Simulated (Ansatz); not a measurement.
Basis sets compared for (KCl)4 ring (K4Cl4). Total charge 0; singlet. Geometry PBE-D4/def2-SVP. Ansatz on 4 threads of INTEL XEON PLATINUM 8581C on a shared host; times are rough, and most runs start from earlier orbitals.

```xyz
8

Cl   -0.2305   -2.5675   -2.8122
Cl    3.0623    1.4105   -1.6274
Cl    0.2369    2.5573    2.8159
Cl   -3.0688   -1.4022    1.6212
K    -2.2325   -2.6726   -0.7875
K     1.9765   -0.7877   -3.0747
K     2.2355    2.6731    0.7887
K    -1.9795    0.7891    3.0759
```

Another isomer (singlet) lies 1.18 eV lower at PBE0-D4/def2-TZVP; other spin states weren't run for this one.

Binding counts from free atoms (Cl doublet, K doublet) in the same basis, without a counterpoise term.

```json
{"level": "PBE-D4/def2-SVP", "functions": "168", "energy (Eh)": "-4238.4452", "HOMO (eV)": "-5.40", "LUMO (eV)": "-1.19", "binding per atom (eV)": "2.74", "wall time": "1.4 s"}
{"level": "PBE0-D4/def2-SVP", "functions": "168", "energy (Eh)": "-4238.8087", "HOMO (eV)": "-6.74", "LUMO (eV)": "-0.67", "binding per atom (eV)": "2.75", "wall time": "2.4 s"}
```

Task: Estimate the rows for PBE-D4/def2-TZVP (with forces), PBE0-D4/def2-TZVP.

Result: 
```json
{"level": "PBE-D4/def2-TZVP (with forces)", "functions": "280", "energy (Eh)": "-4239.3917", "HOMO (eV)": "-5.72", "LUMO (eV)": "-1.20", "binding per atom (eV)": "2.70", "wall time": "2.8 s"}
{"level": "PBE0-D4/def2-TZVP", "functions": "280", "energy (Eh)": "-4239.7394", "HOMO (eV)": "-7.05", "LUMO (eV)": "-0.68", "binding per atom (eV)": "2.70", "wall time": "6 s"}
```
